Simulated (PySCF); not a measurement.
Predicted spectroscopic data

Relativity neglected, single conformer, isolated molecule, averaged over atoms made equivalent by symmetry, fast rotation or ring inversion. Shielding tensors at PBE0/pcSseg-1 (GIAO); GFN2-xTB structure; B3LYP/pcJ-1 coupling constants (spin–dipole term left out of most H,H and C,H couplings); PySCF 2.14.0 with density-fitted response routines.

Referencing at the same level of theory: ¹H and ¹³C vs TMS. Multiplet labels drop J under 1 Hz and among equivalent protons, and merge close values. Unscaled 3J(H,H) run several per cent high. Splittings of carbon signals by F and P are missing where no couplings were computed. Where no couplings were computed, multiplicities follow the n + 1 count of equivalent neighbours, and m marks all less simple cases (inequivalent or close neighbours, rings, F or P nearby). Shifts are as computed. Against solution values, carbons near 30 ppm lie about +3 ppm off and those near 130 ppm about +5 ppm. Of 1211 compounds with measured shifts, 218 miss one by over three times the rms of a fit or turn the order of signals round; such compounds aren't used in these exercises.

Compound 1 (C5H6F3PSi). ¹H NMR (400 MHz, computed): δ 5.34 (m, 1H), 1.25 (m, 2H), 0.51 (m, 3H). ¹³C{¹H} NMR (computed): δ 175.9, 124.4, 118.6, 99.3, -1.5. Structure: SMILES C[Si@@H](P)C#CC(F)=C(F)F.

Compound 2 (C4H6). ¹H NMR (400 MHz, computed): δ 5.30 (sext, J = 8.1 Hz, 1H), 4.87 (dq, J = 8.3, 4.4 Hz, 2H), 1.80 (dt, J = 8.0, 4.4 Hz, 3H). ¹³C{¹H} NMR (computed): δ 221.3, 91.0, 77.8, 18.0. Structure: `C=C=CC`.

Compound 3 (C7H8OSi). ¹H NMR (400 MHz, computed): δ 10.33 (s, 1H), 5.81 (m, 1H), 5.80 (m, 1H), 5.33 (m, 1H), 5.22 (m, 1H), 4.36 (s, 3H). ¹³C{¹H} NMR (computed): δ 191.1 (CH), 180.2 (C), 165.8 (C), 157.1 (C), 151.6 (C), 114.6 (CH2), 100.1 (CH2). Structure: SMILES C=C1C(=C)C(C=O)=C1[SiH3].
